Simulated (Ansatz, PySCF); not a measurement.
This Ansatz (a program for electronic structure) input computes a B3LYP/def2-TZVPD energy:

Ansatz 0.2 input:
```yaml
crystal:
  periodic: [false, false, false]
  atoms:
    - {symbol: C, position_ang: [1.74811864, -0.38539365, -0.51119614]}
    - {symbol: C, position_ang: [0.80211667, 0.14908907, 0.20962455]}
    - {symbol: C, position_ang: [-0.58517617, 0.47065927, -0.28407148]}
    - {symbol: O, position_ang: [-1.58291502, -0.21187528, 0.46948615]}
    - {symbol: H, position_ang: [2.77260783, -0.70237133, -0.40038184]}
    - {symbol: H, position_ang: [0.97921402, 0.37128839, 1.26660763]}
    - {symbol: H, position_ang: [-0.66322225, 0.24594149, -1.35188006]}
    - {symbol: H, position_ang: [-0.79311591, 1.53284419, -0.14323055]}
    - {symbol: H, position_ang: [-1.42251833, -1.15882855, 0.38685415]}
basis:
  gaussian:
    orbitals: def2-TZVPD
hamiltonian:
  xc: {name: B3LYP}
magnetization: {spin_polarized: true, initial_magnetization: 1}
output: {forces: true}
```

Write an input for the same energy in PySCF and say what it gives.


```python
from pyscf import gto, scf, dft

mol = gto.M(
    atom='''
    C     1.74811864   -0.38539365   -0.51119614
    C     0.80211667    0.14908907    0.20962455
    C    -0.58517617    0.47065927   -0.28407148
    O    -1.58291502   -0.21187528    0.46948615
    H     2.77260783   -0.70237133   -0.40038184
    H     0.97921402    0.37128839    1.26660763
    H    -0.66322225    0.24594149   -1.35188006
    H    -0.79311591    1.53284419   -0.14323055
    H    -1.42251833   -1.15882855    0.38685415
    ''',
    basis='def2-tzvpd',
    charge=0,
    spin=1,
    verbose=4,
)

mf = dft.UKS(mol, xc='b3lyp').density_fit(auxbasis='def2-universal-jkfit')
mf.grids.level = 3
mf.conv_tol = 1e-9
mf.max_cycle = 100
mf.max_memory = 1500
mf.kernel()
if not mf.converged:
    mf = mf.newton()
    mf.kernel(mf.make_rdm1())
for _ in range(2):
    mo, _, stable, _ = mf.stability(return_status=True)
    if stable:
        break
    mf.kernel(mf.make_rdm1(mo, mf.mo_occ))
mf.analyze()
```
It gives -192.51742 Eh, and Ansatz -192.51733 Eh, a difference of 0.09 mEh, from the treatment of integrals and grids.

It need not be the lowest isomer of its formula.
